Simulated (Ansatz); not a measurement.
A structure relaxed at r2SCAN-D4/def2-SVP in Ansatz, charge 0, singlet:

```xyz
13

Pb   -0.7519   -1.5667    0.1958
Pb    1.2514    1.1217    0.5046
O    -0.8958    2.6847    0.3548
O    -0.4834    0.4889    1.7914
O     1.4575   -1.1928    0.6410
O    -0.3349    0.4228   -0.9832
O     0.3912   -1.9873   -1.6813
H    -1.1526    2.0710    1.0799
H    -1.1070    2.1398   -0.4294
H    -0.2713    0.2492    2.7056
H     1.7586   -1.5830   -0.2066
H     0.0309   -0.1476   -1.7039
H     0.1073   -2.7008   -2.2685
```

**Question.** Give its formula.

**Answer.** Pb₂O₅H₆, a hydroxylated oxide cluster.

**Question.** Summarise the bond lengths by kind (pairs closer than 1.2 times the sum of covalent radii, bridged metal pairs left out).

**Answer.** 6 × O–Pb 2.24 to 2.35 Å; 6 × H–O 0.97 to 0.99 Å.

In the def2 sets Pb takes a core potential; there is no spin–orbit coupling.
